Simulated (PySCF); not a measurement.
CH7BO2SSi.
Bonds: C1–S2, S2–Si3, Si3–B4, B4–O5, B4–O6. Hydrogens: H7, H8, H9 on C1; H10, H11 on Si3; H12 on O5; H13 on O6.

Method used: PySCF 2.14.0, PBE0-D3(BJ)/def2-SVP geometry optimisation, gas phase.

**Question.** Give the optimised bond lengths and angles.

**Answer.** 
```tsv
bond	length (pm)
C1–S2	182.5
S2–Si3	215.2
Si3–B4	203.7
B4–O5, B4–O6	136.1
C1–H7, C1–H8, C1–H9	109.9
Si3–H10, Si3–H11	149.9
O5–H12, O6–H13	96.4
```

Bonds in one row agree within 1 pm and their mean is given. A selection of angles:
```tsv
angle	degrees
S2–C1–H7	110.9
S2–C1–H8	106.7
H7–C1–H8	108.9
C1–S2–Si3	99.6
S2–Si3–B4	109.0
S2–Si3–H10	110.8
S2–Si3–H11	104.5
B4–Si3–H10	112.5
H10–Si3–H11	108.3
Si3–B4–O5	124.9
Si3–B4–O6	117.2
O5–B4–O6	117.9
B4–O5–H12	113.8
B4–O6–H13	111.4
```

Dihedral angles: C1–S2–Si3–B4 62° (synclinal); S2–Si3–B4–O5 113° (anticlinal); H12–O5–B4–Si3 2° (synperiplanar); H13–O6–B4–Si3 176° (antiperiplanar). The mirror-image conformer, all signs reversed, is as good.

B4 (three-coordinate boron) is planar (angles 124.9°, 117.9° and 117.2°, sum 359.9°, 0.03 Å off the plane of its three neighbours). Si3 (SiH2 silicon) is distorted tetrahedral (angles from 104.5° to 112.5°). Of the pairs four or more bonds apart, O6···H9 is among the closest relative to their van der Waals radii: 2.49 Å, 91 % of the sum of Bondi's values. S2 (sulfur bonded to C and Si) is bent (angle 99.6°).

Point group: C1 (no symmetry element, even within 0.4 Å). Whether it is a minimum is left open (no frequencies). One conformer, not necessarily the lowest (C1–S2–Si3–B4 62°, S2–Si3–B4–O5 113°, Si3–B4–O5–H 2°, Si3–B4–O6–H 176°).

The run took 60 s on an Arm Neoverse V2 with one thread, shared host, and the process peaked at 0.53 GiB of memory. This is the geometry optimisation.
